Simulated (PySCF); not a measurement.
## C₆ coefficients of unlike pairs at PBE

Calculated with PySCF 2.14 from the dipole response of each species, C₆(A,B) = (3/π) ∫ α_A(iu) α_B(iu) du, in atomic units, from isotropic polarisabilities. For ions this is the dispersion term alone; charge-induced terms of lower order in 1/R come first.

```tsv
species	configuration	basis	relativity	α (bohr³)	C₆ (like pair)
W³⁺	[Xe] 4f14 5d3 (4F)	aug-cc-pVTZ-PP with ECP60MDF (6s6p5d3f2g)	core potential	7.616	37.38
Pb	[Xe] 4f14 5d10 6s2 6p2 (3P)	aug-cc-pwCVTZ-DK3 (11s10p8d5f1g)	spin-free X2C	68.90	806.1
Tl⁺	[Xe] 4f14 5d10 6s2 (1S)	aug-cc-pwCVTZ-PP with ECP60MDF (8s7p6d4f1g)	core potential	20.02	161.7
Ti⁺	[Ar] 3d2 4s1 (4F)	aug-cc-pVDZ-DK (7s6p4d2f)	spin-free X2C	46.02	284.0
```

**Question.** Estimate C₆ for Ti⁺ with W³⁺.

**Answer.** The integral gives 82.95. The combination rule 2 C_A C_B / (C_A α_B/α_A + C_B α_A/α_B) gives 77.80 and the geometric mean 103.0.

No spin-orbit coupling is included, so Pb, close to jj coupling, stand for model states.

The other pairs:

| pair | C₆ |
| --- | --- |
| Ti⁺, Pb | 474.5 |
| Tl⁺, Pb | 339.3 |
| Pb, W³⁺ | 150.6 |
| Tl⁺, W³⁺ | 76.42 |
| Ti⁺, Tl⁺ | 191.0 |
